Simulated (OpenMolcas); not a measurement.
V²⁺: effect of the basis set

* Program: OpenMolcas 26.06
* Method: MS-CASPT2, IPEA 0.25 Eh, imaginary shift 0.1 Eh (closed shells correlated: 3s 3p)
* Active space: 3 electrons in 5 orbitals (3d)
* State averaging: 2S+1 = 4 even, 10 roots; 2S+1 = 2 even, 40 roots
* Spin-orbit coupling: state interaction with AMFI integrals over the reference wave functions, term energies averaged over their components

A. ANO-R1 [5s3p3d1f], X2C, finite nucleus; CASPT2 step about 8 core-seconds
B. ANO-RCC-VTZP [6s5p3d2f1g], DKH2, point nucleus; CASPT2 step of the order of 10 core-seconds
C. ANO-L-VTZP [6s5p3d2f1g], non-relativistic, point nucleus; CASPT2 step roughly 8 core-seconds
D. ANO-R2 [6s4p4d2f1g], X2C, finite nucleus; CASPT2 step of the order of 11 core-seconds
E. ANO-RCC-VQZP [7s6p4d3f2g1h], DKH2, point nucleus; CASPT2 step of the order of 25 core-seconds
F. ANO-R3 [7s5p5d3f2g1h], X2C, finite nucleus; CASPT2 step about 24 core-seconds

Energies in cm⁻¹ above 3d³ ⁴F_3/2, the measured ground level; measured values from Sugar and Corliss, J. Phys. Chem. Ref. Data 7, 1191 (1978).

```tsv
Level	A	B	C	D	E	F	Measured
3d³ ⁴F_3/2	0.0	0.0	0.0	0.0	0.0	0.0	0.0
3d³ ⁴F_5/2	154	154	160	152	155	156	146
3d³ ⁴F_7/2	366	366	379	359	367	370	342
3d³ ⁴F_9/2	632	632	653	620	633	637	584
3d³ ⁴P_1/2	12200	12080	12160	12050	12160	11820	11514
3d³ ⁴P_3/2	12270	12140	12230	12120	12220	11880	11592
3d³ ²G_7/2	12330	11840	11920	11760	11620	11230	11966
3d³ ⁴P_5/2	12450	12320	12420	12300	12410	12070	11770
3d³ ²G_9/2	12560	12070	12150	11990	11850	11460	12187
3d³ ²P_3/2 [74 %]	16000	15570	15600	15460	15310	14970	15550
3d³ ²P_1/2	16010	15530	15550	15440	15270	14950	15580
3d³ ²D_3/2(1) [75 %]	16820	16510	16610	16350	16240	15860	16330
3d³ ²D_5/2(1)	16890	16630	16740	16450	16350	15960	16375
3d³ ²H_9/2	17910	17120	17180	17050	16800	16460	16811
3d³ ²H_11/2	18090	17300	17360	17220	16980	16640	16978
3d³ ²F_7/2	29140	28360	28450	28120	27910	27510	27728
3d³ ²F_5/2	29230	28450	28550	28220	28010	27600	27847
3d³ ²D_5/2(2)	44880	44170	44430	43670	43410	43030	42267
3d³ ²D_3/2(2)	45010	44290	44560	43800	43550	43160	42371
```

Deviations, from unrounded energies. A percentage is the sum of absolute deviations over the sum of measured energies, with the sign that they share, or ± where signs differ.

| Against measurement | Levels | A | B | C | D | E | F |
| --- | --- | --- | --- | --- | --- | --- | --- |
| mean absolute deviation (cm-1) | 18 | 830 | 450 | 520 | 360 | 330 | 400 |
| fine structure of the ground term (%) | 3 | +7.7 | +7.6 | +11.2 | +5.6 | +7.9 | +8.5 |
| other terms of the ground configuration (%) | 15 | +5.0 | ±2.7 | ±3.1 | ±2.2 | ±2.0 | ±2.4 |

E lies closest to measurement on these levels and A furthest from it. The largest miss of E in the table is 3d³ ²D_3/2(2), by +1200 cm-1. The ranking rests on the paired levels alone, and a cruder setting can come out closer through cancelling errors.

The two smallest mean deviations differ by little beside CASPT2's spread within terms, so their order carries little weight.

Among A to F the level of the table that moves most is 3d³ ²D_5/2(2), by 1800 cm-1 (lowest in F, highest in A). Moves below CASPT2's spread within the term are not significant.

CASPT2 does not keep the components of a term degenerate, so their means are used; among the terms shown or strongly mixed into the levels shown the widest spread is 1100 cm-1 (3d³ ⁴F, D). The CASPT2 spread within a term exceeds the gap to the next term for 3d³ ⁴P and 3d³ ²G, so the order of their levels is uncertain (figures for A; the like holds for B). Some levels mix across a computed gap that differs much from the measured one, so their mixing is not that of the real levels (holds for C). Measured partners are found by configuration, term and J. A level has none where our copy of the source lacks it or the pairing is in doubt (some pairs that miss far off the trend of their configuration count as doubtful), and it then counts in no deviation. Levels of configurations outside the active space are missing.

A share in square brackets marks a mixed level and gives the weight of the term that names it, the lowest over the columns. A number in round brackets counts repeated terms of one configuration in the order of the reference energies.
